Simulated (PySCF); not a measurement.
Al(AsH2)(F)2 (AlAsF₂H₂), SMILES [Al]([F])([F])[AsH2]. Atoms are numbered in the order given.

```xyz
6

Al     1.0352    -0.0109     0.0000
As    -1.3629     0.0616     0.0000
H     -1.3853    -0.9902     1.1052
H     -1.3853    -0.9902    -1.1052
F      1.9050     0.0050    -1.4116
F      1.9050     0.0050     1.4116
```

Geometry optimised at PBE0-D3(BJ)/def2-SVP.

The numbers are results of KT2/pcSseg-1 (PySCF), not measurements.

GIAO shieldings, no solvent; atoms alike by connectivity are averaged. δ = σ(ref) − σ: ⁷⁵As against AsH3 (σ = 1919.7 ppm); ¹H against TMS (σ = 31.47 ppm); ¹⁹F against CFCl3 (σ = 127.1 ppm), references at their B3LYP-D3(BJ)/def2-TZVP geometries, non-relativistic.

```
atoms   nucleus  count  δ (ppm)
------  -------  -----  -------
As2        ⁷⁵As      1   -182.8
H3, H4       ¹H      2     1.57
F5, F6      ¹⁹F      2      ___
```

Task: Fill in the missing entries. (Estimate from the structure and the level; the computed values follow.)

Result: 
- F5, F6, δ (ppm): -149.1
